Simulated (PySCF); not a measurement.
# First hyperpolarisability: `Nc1ccccc1C=O`, C$_{7}$H$_{7}$NO

Molfile (atoms numbered from 1):
```
C7H7NO
     RDKit          3D

 16 16  0  0  0  0  0  0  0  0999 V2000
   -1.1727   -1.7772    0.0305 N   0  0  0  0  0  0  0  0  0  0  0  0
   -0.2332   -0.8111    0.0270 C   0  0  0  0  0  0  0  0  0  0  0  0
    1.1468   -1.1169   -0.0046 C   0  0  0  0  0  0  0  0  0  0  0  0
    2.0963   -0.1112   -0.0077 C   0  0  0  0  0  0  0  0  0  0  0  0
    1.7313    1.2442    0.0203 C   0  0  0  0  0  0  0  0  0  0  0  0
    0.3858    1.5602    0.0517 C   0  0  0  0  0  0  0  0  0  0  0  0
   -0.6078    0.5657    0.0557 C   0  0  0  0  0  0  0  0  0  0  0  0
   -2.0050    0.9693    0.0891 C   0  0  0  0  0  0  0  0  0  0  0  0
   -2.9681    0.2211    0.0957 O   0  0  0  0  0  0  0  0  0  0  0  0
   -0.9066   -2.7489    0.0076 H   0  0  0  0  0  0  0  0  0  0  0  0
   -2.1485   -1.4885    0.0522 H   0  0  0  0  0  0  0  0  0  0  0  0
    1.4560   -2.1652   -0.0266 H   0  0  0  0  0  0  0  0  0  0  0  0
    3.1545   -0.3847   -0.0327 H   0  0  0  0  0  0  0  0  0  0  0  0
    2.4927    2.0257    0.0174 H   0  0  0  0  0  0  0  0  0  0  0  0
    0.0641    2.6062    0.0743 H   0  0  0  0  0  0  0  0  0  0  0  0
   -2.1637    2.0767    0.1101 H   0  0  0  0  0  0  0  0  0  0  0  0
  1  2  1  0
  2  3  2  0
  3  4  1  0
  4  5  2  0
  5  6  1  0
  6  7  2  0
  7  8  1  0
  8  9  2  0
  7  2  1  0
  1 10  1  0
  1 11  1  0
  3 12  1  0
  4 13  1  0
  5 14  1  0
  6 15  1  0
  8 16  1  0
M  END
```

Computed with quadratic response CAM-B3LYP/aug-cc-pVDZ first hyperpolarisability, Taylor convention, gas phase in PySCF. Geometry: PBE0-D3(BJ)/def2-SVP.

Q: Give β for the processes computed.

A: In au, Taylor convention; the vector part is βᵢ = ⅓ Σⱼ (βᵢⱼⱼ + βⱼᵢⱼ + βⱼⱼᵢ); β∥ is 3/5 of the vector part along the dipole, the dipole points from − to +:
| process | λ (nm) | β vector norm | β∥ | β HRS | depolarisation ratio |
| --- | --- | --- | --- | --- | --- |
| static β(0;0,0) | ∞ | 359.7 | 55.0 | 162.1 | 3.93 |
| second harmonic β(−2ω;ω,ω) | 1907 | 393.1 | 68.9 | 174.7 | 4.09 |
| Pockels β(−ω;ω,0) | 1907 | 370.1 | 59.3 | – | – |
| second harmonic β(−2ω;ω,ω) | 1064 | 502.1 | 116.1 | 214.8 | 4.63 |
| Pockels β(−ω;ω,0) | 1064 | 395.7 | 70.0 | – | – |

Q: Which lowest excitations, dipole and polarisabilities go with it?

A: S1 3.95 eV (f = 0.110); S2 4.13 eV (f = 0.000); S3 5.14 eV (f = 0.015); dipole 2.43 D; isotropic α 98.9 au static, 99.4 au at 1907 nm, 100.7 au at 1064 nm, 101.1 au at 953.5 nm, 107.2 au at 532 nm.
